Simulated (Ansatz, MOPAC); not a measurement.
Molecule: HSO2 (charge 0, doublet). SMILES: O=[SH]=O

Atoms: O1, S2, O3, H4. Bonds: O1-S2, S2-O3, S2-H4.

Bond lengths (Å) and angles (degrees) optimised at AM1 with MOPAC; PM3 with MOPAC; PM6 with MOPAC; MNDO with MOPAC; PBE/6-31G* with Ansatz (an electronic-structure program); B3LYP/LANL2DZ with Ansatz, each started from the B3LYP-D3(BJ)/def2-TZVP structure (Ansatz) of the last column. A row stands for all coordinates that are equal there. 6-31G* holds six Cartesian d functions. No wavenumbers were computed at MNDO, PBE/6-31G*, B3LYP/LANL2DZ, so these may be saddle points.

```
coordinate    AM1    PM3    PM6            MNDO  PBE/6-31G*  B3LYP/LANL2DZ  B3LYP-D3(BJ)/def2-TZVP
----------  -----  -----  -----  --------------  ----------  -------------  ----------------------
O1-S2       1.410  1.466  1.438  1.507 to 1.595       1.501          1.673                   1.456
S2-H4       1.237  1.252  1.320           1.349       1.406          1.406                   1.384
O1-S2-O3    117.9  115.9  129.4           104.7       124.3          119.6                   123.1
O1-S2-H4    111.8  112.5  107.0  100.1 to 105.1       104.6          103.0                   105.3
```

A range marks coordinates that this level makes unequal.

Mean signed difference of all 3 bond lengths from B3LYP-D3(BJ)/def2-TZVP: AM1 -0.080 Å, PM3 -0.037 Å, PM6 -0.033 Å, MNDO 0.052 Å, PBE/6-31G* 0.037 Å, B3LYP/LANL2DZ 0.152 Å.
